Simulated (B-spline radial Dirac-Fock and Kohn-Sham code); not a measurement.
## Photoemission from Ba at 2750 eV, detector at θ = 54.7°, φ = 0°

System: neutral barium in the configuration [Xe] 6s2. Calculated with a radial B-spline solver, using Dirac-Hartree-Slater photoionisation with a Latter tail; cross sections with all multipoles, angular parameters from the dipole term and its interference with E2. Thresholds are tabulated edges, those marked * orbital energies of the model. For linearly polarised light dσ/dΩ = σ/(4π) [1 + β P₂(cos θ) + (δ + γ cos²θ) sin θ cos φ], with θ from the polarisation vector and φ the angle between the beam and the projection of the electron momentum on the plane normal to the polarisation. The dipole factor is 1 + βP₂ and the non-dipole term is the rest of the bracket. Open shells are filled statistically over j.

The run's input, task.json:

```json
{"items": [{
  "Z": 56,
  "q": 0,
  "cfg": [[1, 0, 2], [2, 0, 2], [2, 1, 6], [3, 0, 2], [3, 1, 6], [3, 2, 10], [4, 0, 2], [4, 1, 6], [4, 2, 10], [5, 0, 2], [5, 1, 6], [6, 0, 2]],
  "A": 138,
  "rrms": 4.8378,
  "do": "xps",
  "hv": [60.1, 69.6, 74.9, 82.4, 85.8, 100, 143.0, 200, 221.0, 222.0, 310.0, 408.0, 473.0, 548.0, 600, 716.0, 728.0, 1040.0, 1253.6, 1460.0, 1486.9, 2160.0, 2750.0, 4000, 5140.0, 7780.0, 8047.8, 9251.7, 9730.0, 12100.0],
  "edges": {"K": 37441.0, "L1": 5989.0, "L2": 5624.0, "L3": 5247.0, "M1": 1293.0, "M2": 1137.0, "M3": 1063.0, "M4": 795.7, "M5": 780.5, "N1": 253.5, "N2": 192.0, "N3": 178.6, "N4": 92.6, "N5": 89.9}
}]}
```

Launch: `python xray2_run.py task.json out`

```tsv
subshell	threshold (eV)	σ (kb)	β	γ	δ	dipole factor	non-dipole term	dσ/dΩ (kb/sr)
3s	1293.0	21.0	1.98	0.12	0.000	1.002	+0.033	1.73
3p1/2	1137.0	27.9	1.60	-0.01	0.002	1.001	-0.002	2.22
3p3/2	1063.0	54.4	1.64	-0.01	0.006	1.001	+0.001	4.34
3d3/2	795.7	41.0	1.25	0.45	0.078	1.001	+0.187	3.87
3d5/2	780.5	58.1	1.21	0.47	0.079	1.001	+0.192	5.52
4s	253.5	5.23	1.99	-0.05	0.000	1.002	-0.015	0.411
4p1/2	192.0	5.87	1.66	0.07	0.000	1.001	+0.020	0.478
4p3/2	178.6	11.2	1.71	0.09	0.005	1.002	+0.028	0.918
4d3/2	92.60	6.36	1.28	0.55	0.068	1.001	+0.206	0.611
4d5/2	89.90	9.00	1.23	0.56	0.071	1.001	+0.211	0.868
5s	37.79*	0.941	1.99	-0.07	0.000	1.002	-0.019	0.0735
5p1/2	23.71*	0.866	1.67	0.09	-0.001	1.001	+0.025	0.0707
5p3/2	21.39*	1.61	1.72	0.11	0.005	1.002	+0.033	0.133
6s	4.45*	0.0849	1.99	-0.07	0.000	1.002	-0.020	0.00663
```
